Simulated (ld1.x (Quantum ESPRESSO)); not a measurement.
# ruthenium: excitation energies, all-electron against PAW

| Item | Value |
| --- | --- |
| Element | ruthenium (Ru) |
| Generator | ld1.x (Quantum ESPRESSO) 7.5 |
| Type | PAW |
| Functional | LDA (PZ) |
| Relativity | scalar-relativistic |
| Frozen core | [Kr] |
| Valence charge | 8 |
| Reference configuration | 4d6 5s2 5p0 |
| Partial waves | 5s (bound): rcut 2.70, rcutus 2.90 bohr; 5s channel at 3.6 Ry: rcut 2.70, rcutus 2.90 bohr; 5p (bound, empty): rcut 2.25, rcutus 3.05 bohr; 5p channel at 0.25 Ry: rcut 2.25, rcutus 3.05 bohr; 4d (bound): rcut 0.90, rcutus 1.20 bohr; 4d channel at 0.05 Ry: rcut 0.90, rcutus 1.20 bohr |
| Local potential | all-electron potential smoothed inside 2.45 bohr (lloc = -1) |
| Core correction | a·sin(br)/r model core, default radius (core density twice the valence density) |
| Augmentation charge | PSQ, inside the norm-conserving radii |

Energies are relative to the spin-unpolarised reference configuration 4d6 5s2 5p0; without spin polarisation the order of configurations can differ from experiment. Spin-polarised rows fill each open shell by Hund’s rule, majority spin first.

(1) Give the all-electron excitation energy and the error of the potential for: 4d7 5s1 5p0; 4d7 5s0 5p0; 4d6 5s0 5p0; 4d6 5s1 5p0; 4d6 5s1 5p1; 4d5 5s0 5p0; 4d7 5s0.5 5p0; 4d6 5s2 5p0 (spin-polarised); 4d7 5s1 5p0 (spin-polarised).

Levels in the configuration 4d7 5s1 5p0:

```
level  all-electron (eV)  pseudo (eV)
   4d             -5.402       -5.351
   5s             -4.518       -4.533
```

## Answers

(1)

```json
{"valence configuration": "4d7 5s1 5p0", "charge": "0", "ΔE all-electron (eV)": "-1.614", "error AE − PS (meV)": "-38"}
{"valence configuration": "4d7 5s0 5p0", "charge": "+1", "ΔE all-electron (eV)": "5.999", "error AE − PS (meV)": "-56"}
{"valence configuration": "4d6 5s0 5p0", "charge": "+2", "ΔE all-electron (eV)": "24.437", "error AE − PS (meV)": "-10"}
{"valence configuration": "4d6 5s1 5p0", "charge": "+1", "ΔE all-electron (eV)": "8.708", "error AE − PS (meV)": "-2.0"}
{"valence configuration": "4d6 5s1 5p1", "charge": "0", "ΔE all-electron (eV)": "4.044", "error AE − PS (meV)": "-0.7"}
{"valence configuration": "4d5 5s0 5p0", "charge": "+3", "ΔE all-electron (eV)": "55.285", "error AE − PS (meV)": "-171"}
{"valence configuration": "4d7 5s0.5 5p0", "charge": "+0.5", "ΔE all-electron (eV)": "1.402", "error AE − PS (meV)": "-46"}
{"valence configuration": "4d6 5s2 5p0 (spin-polarised)", "charge": "0", "ΔE all-electron (eV)": "-2.294", "error AE − PS (meV)": "-5.7"}
{"valence configuration": "4d7 5s1 5p0 (spin-polarised)", "charge": "0", "ΔE all-electron (eV)": "-3.263", "error AE − PS (meV)": "-38"}
```
